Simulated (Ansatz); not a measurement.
The lowest singlet and triplet of C4H4 (SMILES C1=CC=C1); geometries from B3LYP-D3(BJ)/def2-TZVP, each state relaxed from the structure named, with no frequency check.
Singlet at the triplet's geometry (charge 0, multiplicity 1):
```xyz
8

C      0.992    -0.222     0.011
C      0.220     0.987     0.099
C     -0.992     0.222    -0.011
C     -0.220    -0.987    -0.099
H      2.044    -0.458     0.022
H      0.454     2.035     0.204
H     -2.044     0.458    -0.022
H     -0.454    -2.035    -0.204
```

A positive gap puts the triplet lower; no zero-point energy. R- takes a restricted singlet. U- takes an unrestricted singlet (broken symmetry where lower, unprojected). The triplet is unrestricted in single-reference levels.

Correlated levels freeze the cores.

Run with Ansatz (a program for electronic structure) with Gaussian orbitals. Values without a source in brackets are computed.

One of these levels gives 0.988 eV for the gap E(singlet) − E(triplet), vertical, at the triplet's geometry. Which one is it?
A) U-BHLYP/def2-TZVPP (spin-contaminated)
B) R-SVWN5/def2-TZVPP
C) R-B2PLYP/def2-TZVPP
D) R-PBE0/def2-TZVPP

D, R-PBE0/def2-TZVPP. The others give 0.643 (R-SVWN5/def2-TZVPP), -0.344 (U-BHLYP/def2-TZVPP (spin-contaminated)), 0.712 (R-B2PLYP/def2-TZVPP)

Doubts at one or more of the structures used: a restricted determinant that unrestricted orbitals would lower (R-SVWN5/def2-TZVPP, R-PBE0/def2-TZVPP, R-B2PLYP/def2-TZVPP).
